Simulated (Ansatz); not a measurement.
C₆H₁₄O, triplet, at the geometry of the source list (a higher spin typed on purpose: for a closed-shell molecule this is an excited state). Base run: MP2/STO-3G in Ansatz (a program for electronic structure).

The Ansatz input:
Ansatz 0.2 input:
```yaml
crystal:
  periodic: [false, false, false]
  atoms:
    - {symbol: C, position_ang: [-2.32030000, 0.60020000, -0.72850000]}
    - {symbol: C, position_ang: [-1.14260000, 0.37950000, 0.22030000]}
    - {symbol: C, position_ang: [-1.48140000, -0.71220000, 1.22970000]}
    - {symbol: C, position_ang: [0.11510000, 0.03470000, -0.58570000]}
    - {symbol: C, position_ang: [1.41690000, 0.05060000, 0.22420000]}
    - {symbol: C, position_ang: [2.62720000, 0.22880000, -0.69520000]}
    - {symbol: O, position_ang: [1.51230000, -1.16480000, 0.94200000]}
    - {symbol: H, position_ang: [-3.21580000, 0.86020000, -0.16780000]}
    - {symbol: H, position_ang: [-2.52400000, -0.30530000, -1.29680000]}
    - {symbol: H, position_ang: [-2.11050000, 1.40600000, -1.42960000]}
    - {symbol: H, position_ang: [-0.95840000, 1.31460000, 0.76310000]}
    - {symbol: H, position_ang: [-2.36280000, -0.43760000, 1.80840000]}
    - {symbol: H, position_ang: [-1.68420000, -1.65070000, 0.71550000]}
    - {symbol: H, position_ang: [-0.65120000, -0.87550000, 1.91070000]}
    - {symbol: H, position_ang: [0.21470000, 0.75480000, -1.40040000]}
    - {symbol: H, position_ang: [0.00430000, -0.96030000, -1.02020000]}
    - {symbol: H, position_ang: [1.38900000, 0.89310000, 0.93770000]}
    - {symbol: H, position_ang: [2.58180000, 1.18790000, -1.20400000]}
    - {symbol: H, position_ang: [3.55240000, 0.18910000, -0.12020000]}
    - {symbol: H, position_ang: [2.64850000, -0.56550000, -1.43870000]}
    - {symbol: H, position_ang: [2.38910000, -1.22780000, 1.33530000]}
basis:
  gaussian:
    orbitals: STO-3G
magnetization: {spin_polarized: true, initial_magnetization: 2}
correlation: {method: mp2}
```

Variants of this job, named by their change:

```json
[
 {"change": "base", "basis functions": "49", "E (Eh)": "-306.41033", "MP2 correlation (Eh)": "-0.33015", "core-seconds (rough)": "2"},
 {"change": "basis = 6-31G", "basis functions": "91", "E (Eh)": "-310.46683", "MP2 correlation (Eh)": "-0.64120", "core-seconds (rough)": "3"},
 {"change": "basis = 3-21G", "basis functions": "91", "E (Eh)": "-308.87106", "MP2 correlation (Eh)": "-0.64228", "core-seconds (rough)": "2"},
 {"change": "basis = def2-SV(P)", "basis functions": "126", "E (Eh)": "-310.61424", "MP2 correlation (Eh)": "-0.91871", "core-seconds (rough)": "7"},
 {"change": "basis = 6-31G*", "basis functions": "133", "E (Eh)": "-310.88254", "MP2 correlation (Eh)": "-0.93327", "core-seconds (rough)": "10"},
 {"change": "basis = pcseg-1", "basis functions": "168", "E (Eh)": "-310.91082", "MP2 correlation (Eh)": "-1.02082", "core-seconds (rough)": "20"},
 {"change": "basis = def2-SVP", "basis functions": "168", "E (Eh)": "-310.76223", "MP2 correlation (Eh)": "-1.01903", "core-seconds (rough)": "20"},
 {"change": "basis = 6-311G**", "basis functions": "210", "E (Eh)": "-311.14460", "MP2 correlation (Eh)": "-1.08214", "core-seconds (rough)": "10"},
 {"change": "basis = 6-311++G**", "basis functions": "252", "E (Eh)": "-311.17647", "MP2 correlation (Eh)": "-1.08485", "core-seconds (rough)": "70"},
 {"change": "basis = 6-311+G(2d,p)", "basis functions": "273", "E (Eh)": "-311.22681", "MP2 correlation (Eh)": "-1.13334", "core-seconds (rough)": "90"},
 {"change": "basis = aug-cc-pVDZ", "basis functions": "287", "E (Eh)": "-311.10984", "MP2 correlation (Eh)": "-1.06248", "core-seconds (rough)": "60"},
 {"change": "basis = aug-pcseg-1", "basis functions": "287", "E (Eh)": "-311.00075", "MP2 correlation (Eh)": "-1.05657", "core-seconds (rough)": "100"},
 {"change": "basis = def2-TZVP", "basis functions": "301", "E (Eh)": "-311.31861", "MP2 correlation (Eh)": "-1.21527", "core-seconds (rough)": "90"}
]
```

Totals compare only among sets that treat the same electrons; sets with core potentials leave the core out.
